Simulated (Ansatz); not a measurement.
methanol (CH4O), singlet, at a GFN2-xTB geometry, with bond 5-1 at 2.4 times its length; SC-NEVPT2/def2-SVP, CASSCF(6,4) run with Ansatz (an electronic-structure program).

Ansatz was given this input:
Ansatz 0.2 input:
```yaml
crystal:
  periodic: [false, false, false]
  atoms:
    - {symbol: C, position_ang: [-0.05774864, 0.65750333, 0.00623833]}
    - {symbol: O, position_ang: [-0.03498085, -0.74857812, -0.00758921]}
    - {symbol: H, position_ang: [-1.10610419, 0.95010140, 0.00407242]}
    - {symbol: H, position_ang: [0.88017380, -1.04794998, -0.00613415]}
    - {symbol: H, position_ang: [1.09322934, 1.62802731, 2.16166724]}
    - {symbol: H, position_ang: [0.43044352, 1.07956523, -0.87898825]}
basis:
  gaussian:
    orbitals: def2-SVP
magnetization: {spin_polarized: false}
correlation: {method: sc_nevpt2, electrons: all, active_space: {window: {electrons: 6, orbitals: 4}}}
```

Task: Write the output that Ansatz gives for this input, abridged.

Result: 
```
Functional definition: HF
484 factors; integrals over basis functions are off by at most 1.5e-3 eV
mean field evaluation 1: about -3120.6198 eV, gradient 2.4e1 eV
mean field evaluation 2: about -3120.6201 eV, gradient 2.4e1 eV
mean field evaluation 4: about -3122.0092 eV, gradient 3.1e0 eV
mean field evaluation 8: about -3122.0475 eV, gradient 8.3e-4 eV
mean field evaluation 16: about -3121.9846 eV, gradient 3.3e0 eV
mean field -3122.04752565 eV, -114.7331303679 hartree, gradient 1.2e-6 eV, S^2 0.000000; 1 other end points of the search recorded, 0 dependent functions left out; unrestricted orbitals would lower it
reference -3122.04752565 eV, -114.7331303679 hartree; 9, 9 occupied and 39, 39 virtual orbitals, 484 factors
state -3124.59683485 eV, -114.8268157531 hartree
state -3124.59683485 eV, -114.8268157531 hartree; corrected -3133.16449121 eV, -115.1416713168 hartree
WARN: 1 active orbitals are nearly empty or full. The corrections depend on them more than the energy does, and are more stable in an active space without them
Total energy: -3133.16449121 eV, -115.1416713168 hartree
```
